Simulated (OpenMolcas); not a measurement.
**Tb2+: moving or changing the point charges**

Tb2+ among 8 point charges of -2 e arranged as a cube (Oh), 2.62 Å from the ion.
```
   1.5127    1.5127    1.5127  -2.00
   1.5127    1.5127   -1.5127  -2.00
   1.5127   -1.5127    1.5127  -2.00
   1.5127   -1.5127   -1.5127  -2.00
  -1.5127    1.5127    1.5127  -2.00
  -1.5127    1.5127   -1.5127  -2.00
  -1.5127   -1.5127    1.5127  -2.00
  -1.5127   -1.5127   -1.5127  -2.00
```

```
Program             : OpenMolcas
Method              : CASSCF
Basis               : ANO-RCC-VDZP [7s6p4d2f1g]
Scalar Hamiltonian  : DKH2, point nucleus
Active space        : 9 electrons in 7 orbitals (4f)
State averaging     : 2S+1 = 6 odd, 21 roots; 2S+1 = 4 odd, 128 roots kept (CI in the orbitals of an earlier block, 108 in the spin-orbit step); 2S+1 = 2 odd, 125 roots kept (CI in the orbitals of an earlier block, 39 in the spin-orbit step)
Spin-orbit coupling : RASSI with atomic mean-field integrals over the reference wave functions
```

Runs around this geometry, states (labels of O, the rotations of Oh). Energies in cm-1 above the lowest state or level, χT in cm3 K/mol; under a threefold ground state the first gap can be a small split of the lowest multiplet, not the spin-orbit step.

```json
{"R (Å)": "2.62", "Ground state": "6T1", "First state of that spin": "6E 36.2", "First gap with spin-orbit (degeneracies)": "65.7 (4, 4)", "Width of lowest J": "318", "χT at 300 K": "13.979"}
{"R (Å)": "2.75", "Ground state": "6T1", "First state of that spin": "6E 27.3", "First gap with spin-orbit (degeneracies)": "51.6 (4, 4)", "Width of lowest J": "246", "χT at 300 K": "14.021"}
{"R (Å)": "3.06", "Ground state": "6T1", "First state of that spin": "6E 15.8", "First gap with spin-orbit (degeneracies)": "30.4 (4, 4)", "Width of lowest J": "142", "χT at 300 K": "14.069"}
```

Taking the width of the lowest J multiplet as R^-n, n = -ln(142 / 318) / ln(3.06 / 2.62) = 5.2 between the shortest and longest distance.

High states are left out of the spin-orbit mixing, which shifts the levels that they would mix with. This is an electrostatic model: the charges have no orbitals. A group larger than the point group allows holds several states that coincide in this model. No measured value stands beside these numbers.
